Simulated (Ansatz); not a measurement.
Ansatz results at the PBE0-D4/def2-TZVP geometry: HOMO–LUMO gap (ωB97M-V/def2-TZVPP) 10.32 eV; LUMO energy (PBE0/def2-TZVPP) -1.28 eV; ideal-gas entropy at 298 K and 1 bar (rigid rotor, harmonic PBE0-D4/def2-TZVP) 352 J/(mol·K).

Each molecule was computed in one conformer, which needn't be the lowest.

(1) Which molecule gave them?
A. `BCC#CF`
B. `BN=CF`
C. `FB(F)[CH]1[O][GeH2]1`
D. `C[SiH]([AlH2])[SbH2]`

Answers

(1) C. The others give `BN=CF`: 12.19, -0.53, 285; `C[SiH]([AlH2])[SbH2]`: 8.68, -1.29, 387; `BCC#CF`: 10.07, -1.61, 323.
